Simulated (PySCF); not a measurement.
BrH, SMILES Br. Geometry optimised at PBE-D3(BJ)/def2-TZVPD.

PySCF 2.14.0 with TDDFT-M06-2X/def2-TZVPD puts the lowest singlet excitations at 6.58, 6.58, 8.68, 8.68, 8.78, 8.78 eV and the lowest triplet (TDA) at 6.12 eV.

Problem. What are the lowest singlet roots from EOM-CCSD/aug-cc-pVDZ (PySCF)? (An estimate is asked for; the answer gives what the named calculation found.)

Solution. 6.76, 6.76, 8.92, 8.92, 9.61, 9.61 eV; triplets 6.26, 6.26, 8.51 eV. S1 differs by 0.17 eV (second minus first; roots are paired by order, and the bases may differ).
